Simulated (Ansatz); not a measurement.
Geometry optimisation, Ansatz, RHF/cc-pVDZ.

The input (input.yaml):

```yaml
crystal:
  periodic: [false, false, false]
  atoms:
    - { symbol: B, position_ang: [0.032336, 0.479306, -0.456509] }
    - { symbol: O, position_ang: [-0.071555, -0.150555, 2.069708] }
    - { symbol: H, position_ang: [-0.920939, -0.340169, 2.438533] }
    - { symbol: F, position_ang: [1.184129, -0.097424, -0.682325] }
    - { symbol: H, position_ang: [-1.002128, -0.030677, -0.721307] }
    - { symbol: Cl, position_ang: [0.070418, 2.227159, 0.083954] }
    - { symbol: H, position_ang: [0.06054, 0.79706, 2.227446] }
basis:
  gaussian: { orbitals: cc-pVDZ }
hamiltonian:
  xc: hf
relax:
  f_tol: 0.03
  max_steps: 50
```

Command:

```bash
$ ansatz run input.yaml --threads 1 --pin off --max-ram 2048MiB --backend cpu --events-out ev --progress --plain --runs-dir out
```

Question: Where does it end, and by what steps?

Answer: The run converged. The force dipped under the threshold on the way, but the program's further checks kept it going. After 28 steps the energy has fallen by 0.200 eV; H7 moved furthest, 1.11 Å. Joined: B1–O2 (2.61 → 1.80 Å).

```
step  energy less start (eV)  largest force component (eV/Å)  accepted
   0                  0.0000                           1.247       yes
   1                 -0.0090                           2.162       yes
   2                  0.1084                           2.491        no
   3                 -0.0630                           1.479       yes
   4                 -0.1066                           0.299       yes
   5                 -0.1173                           0.148       yes
   6                 -0.1193                           0.099       yes
   7                 -0.1222                           0.153       yes
   8                 -0.1259                           0.187       yes
   9                 -0.1360                           0.445       yes
  10                 -0.1502                           0.590       yes
  11                 -0.1428                           1.274        no
  12                 -0.1730                           0.284       yes
  13                 -0.1669                           0.496        no
  14                 -0.1801                           0.046       yes
  15                 -0.1832                           0.050       yes
  16                 -0.1866                           0.189       yes
  17                 -0.1872                           0.398       yes
  18                 -0.1946                           0.094       yes
  19                 -0.1971                           0.092       yes
  20                 -0.1981                           0.123       yes
  21                 -0.1964                           0.210        no
  22                 -0.1992                           0.057       yes
  23                 -0.1998                           0.011       yes
  24                 -0.1988                           0.284        no
  25                 -0.2001                           0.042       yes
  26                 -0.2002                           0.083       yes
  27                 -0.2003                           0.053       yes
  28                 -0.2004                           0.024       yes
```

```xyz
7
Properties=species:S:1:pos:R:3
B -0.053 0.419 -0.065
O -0.335 -0.046 1.646
H -0.766 0.647 2.134
F 1.272 0.144 -0.125
H -0.814 -0.285 -0.649
Cl -0.460 2.205 -0.041
H 0.509 -0.199 2.059
```

Whether the end is a true minimum wasn't checked by a vibrational analysis.

The run took 53 s on 1 thread of Arm Neoverse V1, with other jobs on the host, peak memory 0.13 GiB.
